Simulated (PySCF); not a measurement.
Molecular orbitals of NbF

PBE at R = 1.876 Å; basis Nb def2-TZVPP with ECP28, F def2-TZVPP; scalar-relativistic core potentials; PySCF 2.14. State: ⁵Π (quintet), unpaired electrons σ ↑, π ↑, δ ↑↑. Only the outer orbitals are listed, counted within each symmetry, core potentials removing the inner ones.

| spin | orbital | occ. | ε (eV) | on Nb (%) | main shells (%) |
| --- | --- | --- | --- | --- | --- |
| α | 4σ | 1 | -27.81 | 8 | 92 F s |
| α | 5σ | 1 | -10.34 | 16 | 82 F p, 13 Nb d |
| α | 2π | 1 | -9.71 | 12 | 88 F p, 10 Nb d |
| α | 2π | 1 | -9.69 | 12 | 88 F p, 10 Nb d |
| α | 6σ | 1 | -4.77 | 99 | 72 Nb s, 25 Nb d |
| α | 1δ | 1 | -4.25 | 100 | 100 Nb d |
| α | 1δ | 1 | -4.21 | 100 | 92 Nb d |
| α | 3π | 1 | -3.78 | 93 | 86 Nb d |
| α | 3π | 0 | -3.53 | 93 | 86 Nb d |
| α | 7σ | 0 | -2.50 | 92 | 52 Nb d, 30 Nb p, 10 Nb s |
| α | 4π | 0 | -1.16 | 99 | 93 Nb p |
| β | 1π | 1 | -34.65 | 100 | 100 Nb p |
| β | 1π | 1 | -33.92 | 100 | 100 Nb p |
| β | 4σ | 1 | -27.74 | 9 | 91 F s |
| β | 5σ | 1 | -10.23 | 13 | 85 F p, 10 Nb d |
| β | 2π | 1 | -9.68 | 9 | 91 F p |
| β | 2π | 1 | -9.43 | 8 | 92 F p |
| β | 6σ | 0 | -2.47 | 101 | 85 Nb s, 15 Nb d |
| β | 3π | 0 | -2.09 | 95 | 92 Nb d |
| β | 1δ | 0 | -1.55 | 100 | 100 Nb d |

Q: Which are the highest filled and the lowest empty level, where do they sit, and how wide is the gap?

A: Highest filled α 3π at -3.78 eV (in %: 86 Nb d); lowest empty α 3π at -3.53 eV (in %: 86 Nb d); the gap at PBE is 0.25 eV. Both belong to one degenerate shell, split only by its one-sided filling, so this is no excitation gap.

```json
{
  "bond order (Mayer)": "1.15",
  "⟨S²⟩": "6.006",
  "charge on Nb (Mulliken, basis-dependent)": "0.34",
  "charge on Nb (Löwdin, basis-dependent)": "0.04",
  "dipole moment (positive dipole means Nb(−)F(+))": "-2.40 D",
  "polarisability along the bond": "60.1 bohr³",
  "polarisability across the bond": "72.9 bohr³"
}
```

Shares are Mulliken populations and can fall outside 0 to 100 %.

Spin–orbit coupling is left out. The state is the lowest single determinant that the PBE0 search found; with open d or f shells the true ground state can be another one.
